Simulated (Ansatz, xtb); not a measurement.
# Relative energy of two structures of C4H7BOS

We compare X, a triplet given by its coordinates, with Y, `C=CB1OCCS1`, a singlet. Both are isolated molecules in the gas phase, relaxed with B3LYP/def2-SVP; the shapes shown needn't be the lowest conformers.

X (Å):

```json
{"atom": "C", "x (Å)": "-0.9608", "y (Å)": "-1.5720", "z (Å)": "-0.7652"}
{"atom": "C", "x (Å)": "0.4946", "y (Å)": "-1.3170", "z (Å)": "-0.3496"}
{"atom": "C", "x (Å)": "0.6125", "y (Å)": "-2.9229", "z (Å)": "3.0945"}
{"atom": "C", "x (Å)": "2.0755", "y (Å)": "-2.6691", "z (Å)": "3.1537"}
{"atom": "B", "x (Å)": "0.8928", "y (Å)": "-1.8285", "z (Å)": "1.0753"}
{"atom": "O", "x (Å)": "0.0964", "y (Å)": "-2.6431", "z (Å)": "1.8385"}
{"atom": "S", "x (Å)": "2.5005", "y (Å)": "-1.4559", "z (Å)": "1.9499"}
{"atom": "H", "x (Å)": "-1.1586", "y (Å)": "-1.2128", "z (Å)": "-1.7876"}
{"atom": "H", "x (Å)": "-1.6667", "y (Å)": "-1.0618", "z (Å)": "-0.0905"}
{"atom": "H", "x (Å)": "-1.2046", "y (Å)": "-2.6455", "z (Å)": "-0.7335"}
{"atom": "H", "x (Å)": "0.7417", "y (Å)": "-0.2411", "z (Å)": "-0.4199"}
{"atom": "H", "x (Å)": "1.1885", "y (Å)": "-1.7976", "z (Å)": "-1.0681"}
{"atom": "H", "x (Å)": "-0.0749", "y (Å)": "-2.6353", "z (Å)": "3.9045"}
{"atom": "H", "x (Å)": "2.8232", "y (Å)": "-3.4111", "z (Å)": "3.4523"}
```

Close contacts (Å): C1–C2 1.53, C2–B5 1.57, C3–C4 1.49, C3–O6 1.39, C4–S7 1.76, B5–O6 1.37, B5–S7 1.87, C1–H8 1.10, C1–H9 1.10, C1–H10 1.10, C2–H11 1.11, C2–H12 1.11, C3–H13 1.10, C4–H14 1.09.

Y (Å):

```yaml
atoms:
  - { symbol: C, position_ang: [1.8560, -1.4369, 2.5319] }
  - { symbol: C, position_ang: [0.8968, -0.4991, 2.5900] }
  - { symbol: C, position_ang: [-2.2217, 0.6236, 0.7142] }
  - { symbol: C, position_ang: [-1.8607, -0.2889, -0.4619] }
  - { symbol: B, position_ang: [-0.2602, -0.3539, 1.5641] }
  - { symbol: O, position_ang: [-1.1080, 0.7142, 1.5994] }
  - { symbol: S, position_ang: [-0.6636, -1.5264, 0.2130] }
  - { symbol: H, position_ang: [1.8852, -2.1801, 1.7267] }
  - { symbol: H, position_ang: [2.6558, -1.5056, 3.2775] }
  - { symbol: H, position_ang: [0.9304, 0.2242, 3.4158] }
  - { symbol: H, position_ang: [-3.0795, 0.2122, 1.2757] }
  - { symbol: H, position_ang: [-2.4874, 1.6384, 0.3784] }
  - { symbol: H, position_ang: [-2.7422, -0.8031, -0.8695] }
  - { symbol: H, position_ang: [-1.3712, 0.2643, -1.2783] }
```

Task: Estimate E(Y) − E(X) at the level CCSD(T)/def2-SVP + ΔMP2/def2-TZVPP.

Result: Calculated at CCSD(T)/def2-SVP + ΔMP2/def2-TZVPP: E(Y) − E(X) = −71.0 kcal/mol, so structure Y lies lower.

The same difference at several levels:

```
                             level        geometry  E(Y) − E(X) (kcal/mol)  departure from the last row (kcal/mol)  job, with rough time for the two
                    B3LYP/def2-SVP  B3LYP/def2-SVP                     −64.8                                    +6.2             optimisation, 2.4 min
                       HF/def2-SVP  B3LYP/def2-SVP                     −47.8                                   +23.2           part of the CCSD(T) run
                      MP2/def2-SVP  B3LYP/def2-SVP                     −71.2                                    −0.2           part of the CCSD(T) run
                  CCSD(T)/def2-SVP  B3LYP/def2-SVP                     −68.3                                    +2.7                      single point
CCSD(T)/def2-SVP + ΔMP2/def2-TZVPP  B3LYP/def2-SVP                     −71.0                                                     single point, 2.2 min
```

The levels shown agree on the order. The largest departure from CCSD(T)/def2-SVP + ΔMP2/def2-TZVPP is that of HF/def2-SVP, 23.2 kcal/mol. At CCSD(T)/def2-SVP + ΔMP2/def2-TZVPP a singlet with the links of X lies below this triplet. Levels run at GFN2-xTB geometries aren't shown. The last row adds to CCSD(T) the change of the MP2 difference between the two basis sets, here −2.7 kcal/mol.

With thermal terms from frequencies at re-optimised GFN2-xTB minima (ideal gas, soft modes damped towards free rotors, one conformer each, 298.15 K, 1 atm): on the last row, ΔE + ΔZPE = −68.8, ΔH = −69.2, ΔG = −68.6 kcal/mol.

Open shells are spin-unrestricted. The correlated steps freeze 11 core orbitals. ΔG holds the spin degeneracy. Codes used: Ansatz 0.2.0, xtb 6.7.1; the last row on 4 threads of Arm Neoverse V1 on a shared host.
